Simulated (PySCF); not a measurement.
A TDDFT job was run through a driver script with this input:

```
{"job": {"kind": "uv", "xc": "CAM-B3LYP", "basis": "def2-SVPD", "dynamic": true, "nstates": 6, "ntriplets": 0, "group": "solv-YFXQRJAFDNYEJB-UHFFFAOYSA-N-uv", "role": "base"}, "charge": 0, "multiplicity": 1}
Si     2.531193    -0.607577     0.473368
S      1.172074     1.046388     0.307181
C     -0.440197     0.305512     0.282393
C     -0.690948    -1.070808     0.293451
C     -1.996160    -1.555292     0.272108
C     -3.064083    -0.662630     0.237413
Cl    -4.687229    -1.263418     0.212201
C     -2.832296     0.712733     0.223464
C     -1.527704     1.189742     0.246321
H      3.861714     0.059566     0.518468
H      2.449142    -1.525281    -0.701762
H      2.295641    -1.396774     1.718706
H      0.127568    -1.793725     0.316750
H     -2.186524    -2.629666     0.281565
H     -3.675598     1.404657     0.196146
H     -1.347166     2.267229     0.237700
```

The program printed:

```
coarse grid: 15728 points
cycle   1  E = -1379.9223503519  dE =  1.461e+00  |g| = 3.551e-01  |ddm| = 1.038e+01
cycle   2  E = -1379.9403608615  dE = -1.801e-02  |g| = 3.133e-01  |ddm| = 3.406e+00
cycle   3  E = -1379.9637780454  dE = -2.342e-02  |g| = 6.276e-02  |ddm| = 1.245e+00
cycle   4  E = -1379.9646558458  dE = -8.778e-04  |g| = 3.186e-02  |ddm| = 2.921e-01
cycle   5  E = -1379.9649211496  dE = -2.653e-04  |g| = 9.149e-03  |ddm| = 1.371e-01
cycle   6  E = -1379.9649424661  dE = -2.132e-05  |g| = 1.996e-03  |ddm| = 3.616e-02
cycle   7  E = -1379.9649438186  dE = -1.352e-06  |g| = 6.386e-04  |ddm| = 1.037e-02
final grid: 140272 points
cycle   8  E = -1380.1328969182  dE = -2.628e-05  |g| = 3.118e-03  |ddm| = 1.549e-01
cycle   9  E = -1380.1328968603  dE =  5.792e-08  |g| = 3.184e-03  |ddm| = 1.952e-02
cycle  10  E = -1380.1328995889  dE = -2.729e-06  |g| = 2.364e-04  |ddm| = 8.827e-03
cycle  11  E = -1380.1328995994  dE = -1.050e-08  |g| = 1.611e-04  |ddm| = 1.443e-03
cycle  12  E = -1380.1328996060  dE = -6.554e-09  |g| = 3.331e-05  |ddm| = 5.062e-04
cycle  13  E = -1380.1328996063  dE = -3.015e-10  |g| = 1.130e-05  |ddm| = 1.324e-04
converged SCF energy = -1380.1328996063

Static polarisability (au): isotropic 135.498, principal 84.113 126.431 195.950

Singlet excitations
state   eV       nm        f      main configurations
  1   4.8515    255.6   0.00842   H->L 0.51, H->L+1 0.32, H-1->L+1 0.08
  2   5.2506    236.1   0.37349   H->L+1 0.57, H->L 0.36
  3   5.3848    230.2   0.00609   H->L+2 0.62, H->L+4 0.16
  4   5.9437    208.6   0.00810   H->L+4 0.57, H->L+2 0.15, H->L+3 0.14
  5   6.2085    199.7   0.00015   H->L+3 0.72, H->L+4 0.10
  6   6.4235    193.0   0.11631   H-1->L+1 0.35, H-1->L 0.31, H->L 0.09
```

Computed, not measured: TDDFT CAM-B3LYP/def2-SVPD, vertical, gas phase, core orbitals frozen in the response (PySCF 2.14.0, density-fitted response routines). Geometry: PBE0-D3(BJ)/def2-SVP, one conformer, isolated molecule.

**Question.** Give the energy of state 5 in hartree, cm⁻¹ and kJ/mol.

**Answer.** 0.22816 hartree, 50075 cm⁻¹, 599.0 kJ/mol.

**Question.** What is the polarisability anisotropy, √(½[(α1 − α2)² + (α2 − α3)² + (α3 − α1)²])?

**Answer.** 97.80 au.

**Question.** How many basis functions and electrons does this run hold?

**Answer.** 254 basis functions for 90 electrons in 45 doubly occupied orbitals.

**Question.** What is the total energy of state 5 at this geometry?

**Answer.** -1380.13290 + 0.22816 = -1379.90474 hartree.

**Question.** What transition dipole goes with state 2?

**Answer.** |μ|² = 3f / (2ΔE) = 3 × 0.3735 / (2 × 0.1930) = 2.903 au, so |μ| = 4.33 D.

**Question.** Which species is it?

**Answer.** `c1(S[SiH3])ccc(Cl)cc1` (C6H7ClSSi).

The SCF starts on a coarse grid; the energy jumps when the final grid takes over, and dE counts afresh there. H and L stand for HOMO and LUMO.

Hardware: one thread of an x86-64 server, on a shared host. Cost: 60 s of wall time.

Shape of the structure used: `[SiH3:1][S:2][c:3]1[cH:4][cH:5][c:6]([Cl:7])[cH:8][cH:9]1`: Si1–S2–C3–C4 -3°.
